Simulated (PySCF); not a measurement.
Isomers of C6H10ClF, mass 136.046 u with the commonest isotopes. The calculation used PBE0/def2-SVPD in PySCF (dipole) on a GFN2-xTB geometry, gas phase. One conformer each, none proved a minimum here; rigid rotors.

Problem. Order these by dipole moment, smallest first.
A. `[CH3:1][CH2:2]/[C:3]([CH3:4])=[C:5](/[F:6])[CH2:7][Cl:8]` with C1–C2–C3–C4 86°, C3–C5–C7–Cl8 -74°
B. `[F:1][C@@H:2]1[CH2:3][CH2:4][CH2:5][CH2:6][C@@H:7]1[Cl:8]` with F1–C2–C3–C4 179°, C2–C3–C4–C5 58°, C3–C4–C5–C6 -58°, C4–C5–C6–C7 56°
C. `CC1(C)[C@@H](F)[C@@]1(C)Cl`
D. `[CH3:1][CH2:2][C@@H:3]1[C@@H:4]([F:5])[CH2:6][C@@H:7]1[Cl:8]` with C1–C2–C3–C4 -75°, C2–C3–C4–F5 110°, C3–C4–C6–C7 10°, C4–C6–C7–Cl8 107°, C2–C3–C7–C6 131°

Solution. D (0.60 D), A (2.39 D), C (3.06 D), B (3.26 D).

Problem. Order these by out-of-plane moment Σ m c² = (Ia + Ib − Ic)/2, smallest first.
A. `[F:1][C@@H:2]1[CH2:3][CH2:4][CH2:5][CH2:6][C@@H:7]1[Cl:8]` with F1–C2–C3–C4 179°, C2–C3–C4–C5 58°, C3–C4–C5–C6 -58°, C4–C5–C6–C7 56°
B. `[CH3:1][CH2:2][C@@H:3]1[C@@H:4]([F:5])[CH2:6][C@@H:7]1[Cl:8]` with C1–C2–C3–C4 -75°, C2–C3–C4–F5 110°, C3–C4–C6–C7 10°, C4–C6–C7–Cl8 107°, C2–C3–C7–C6 131°
C. `CC1(C)[C@@H](F)[C@@]1(C)Cl`
D. `[CH3:1][CH2:2]/[C:3]([CH3:4])=[C:5](/[F:6])[CH2:7][Cl:8]` with C1–C2–C3–C4 86°, C3–C5–C7–Cl8 -74°

Solution. B (24.07 u·Å²), D (52.50 u·Å²), A (60.85 u·Å²), C (102.94 u·Å²).

Problem. Order these by rotational constant C, smallest first.
A. `[F:1][C@@H:2]1[CH2:3][CH2:4][CH2:5][CH2:6][C@@H:7]1[Cl:8]` with F1–C2–C3–C4 179°, C2–C3–C4–C5 58°, C3–C4–C5–C6 -58°, C4–C5–C6–C7 56°
B. `[C@@H]1(F)C(C)(C)[C@]1(C)Cl`
C. `[CH3:1][CH2:2][C@@H:3]1[C@@H:4]([F:5])[CH2:6][C@@H:7]1[Cl:8]` with C1–C2–C3–C4 -75°, C2–C3–C4–F5 110°, C3–C4–C6–C7 10°, C4–C6–C7–Cl8 107°, C2–C3–C7–C6 131°

Solution. C (886.5 MHz), A (1198 MHz), B (1311 MHz).

| SMILES | point group | Ia (u·Å²) | Ib (u·Å²) | Ic (u·Å²) | κ | μa (D) | μb (D) | μc (D) |
| --- | --- | --- | --- | --- | --- | --- | --- | --- |
| CC1(C)[C@@H](F)[C@@]1(C)Cl | C1 | 259.76 | 331.57 | 385.46 | -0.33 | 2.23 | 2.07 | 0.29 |
| CC[C@@H]1[C@@H](F)C[C@@H]1Cl | C1 | 244.32 | 373.89 | 570.06 | -0.21 | 0.12 | 0.18 | 0.55 |
| F[C@@H]1CCCC[C@@H]1Cl | C1 | 248.54 | 295.16 | 422.01 | 0.23 | 2.96 | 0.10 | 1.35 |
| CC/C(C)=C(/F)CCl | C1 | 255.57 | 428.38 | 578.96 | -0.44 | 1.94 | 1.10 | 0.86 |
